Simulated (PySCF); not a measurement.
Cl2 (SMILES ClCl), singlet, geometry from GFN2-xTB; PySCF with DF-B3LYP/6-311+G(2d,p).

Here is a job for PySCF.
```python
from pyscf import gto, scf, dft

mol = gto.M(
    atom='''
Cl   -0.000000   -0.000000   -1.008426
Cl    0.000000    0.000000    1.008426
''',
    basis='6-311+g(2d,p)',
    charge=0,
    spin=0,
    verbose=4,
)

mf = dft.RKS(mol)
mf.xc = 'b3lyp'
mf = mf.density_fit(auxbasis='def2-universal-jkfit')
mf.kernel()
```

What the program printed (banner, timings and long lists left out):

```
PySCF version 2.14.0

[INPUT] verbose = 4
[INPUT] num. atoms = 2
[INPUT] num. electrons = 34
[INPUT] charge = 0
[INPUT] spin (= nelec alpha-beta = 2S) = 0
[INPUT] symmetry False subgroup None
[INPUT] Mole.unit = angstrom
[INPUT] Symbol           X                Y                Z      unit          X                Y                Z       unit  Magmom
[INPUT]  1 Cl     0.000000000000   0.000000000000  -1.008426000000 AA    0.000000000000   0.000000000000  -1.905648956891 Bohr   0.0
[INPUT]  2 Cl     0.000000000000   0.000000000000   1.008426000000 AA    0.000000000000   0.000000000000   1.905648956891 Bohr   0.0

nuclear repulsion = 75.8271870994401
number of shells = 30
number of NR pGTOs = 114
number of NR cGTOs = 70
basis = 6-311+g(2d,p)
ecp = {}

******** <class 'pyscf.df.df_jk.DFRKS'> ********
method = DFRKS
initial guess = minao
damping factor = 0
level_shift factor = 0
DIIS = <class 'pyscf.scf.diis.CDIIS'>
diis_start_cycle = 1
diis_space = 8
diis_damp = 0
SCF conv_tol = 1e-09
SCF conv_tol_grad = None
SCF max_cycles = 50
direct_scf = False
XC library pyscf.dft.libxc version 7.1.2
    S. Lehtola, C. Steigemann, M. J. T. Oliveira, and M. A. L. Marques,  SoftwareX 7, 1–5 (2018)
XC functionals = b3lyp
    P. J. Stephens, F. J. Devlin, C. F. Chabalowski, and M. J. Frisch,  J. Phys. Chem. 98, 11623 (1994)
radial grids:
    Treutler-Ahlrichs [JCP 102, 346 (1995); DOI:10.1063/1.469408] (M4) radial grids

becke partition: Becke, JCP 88, 2547 (1988); DOI:10.1063/1.454033
pruning grids: <function nwchem_prune>
grids dens level: 3
symmetrized grids: False
atomic radii adjust function: <function treutler_atomic_radii_adjust>
small_rho_cutoff = 0
Set gradient conv threshold to 3.16228e-05
Initial guess from minao.
tot grids = 37760
******** <class 'pyscf.df.df.DF'> ********
auxbasis = def2-universal-jkfit
init E= -920.490458604793
  HOMO = -0.314464355729973  LUMO = -0.168787024114917  gap/eV = 3.96408
cycle= 1 E= -920.415137111457  delta_E= 0.0753  |g|= 0.183  |ddm|= 1.44
  HOMO = -0.315582309709145  LUMO = -0.14236259360264  gap/eV = 4.71355
cycle= 2 E= -920.4167720308  delta_E= -0.00163  |g|= 0.0844  |ddm|= 0.148
  HOMO = -0.310634331723088  LUMO = -0.134970183043998  gap/eV = 4.78006
cycle= 3 E= -920.418017051601  delta_E= -0.00125  |g|= 0.0429  |ddm|= 0.09
  HOMO = -0.314632521889741  LUMO = -0.138747033490994  gap/eV = 4.78609
cycle= 4 E= -920.418479978727  delta_E= -0.000463  |g|= 0.00253  |ddm|= 0.0323
  HOMO = -0.314033525398685  LUMO = -0.138109435361655  gap/eV = 4.78714
cycle= 5 E= -920.418481382216  delta_E= -1.4e-06  |g|= 0.000333  |ddm|= 0.00305
  HOMO = -0.314062880946021  LUMO = -0.138122416339845  gap/eV = 4.78758
cycle= 6 E= -920.418481395895  delta_E= -1.37e-08  |g|= 2.32e-05  |ddm|= 0.00026
  HOMO = -0.314069498667127  LUMO = -0.138128872821794  gap/eV = 4.78759
cycle= 7 E= -920.41848139607  delta_E= -1.75e-10  |g|= 7.55e-07  |ddm|= 3.21e-05
  HOMO = -0.314069424554423  LUMO = -0.138128721031314  gap/eV = 4.78759
Extra cycle  E= -920.418481396068  delta_E= 2.16e-12  |g|= 5.82e-07  |ddm|= 1.12e-06
converged SCF energy = -920.418481396068
```
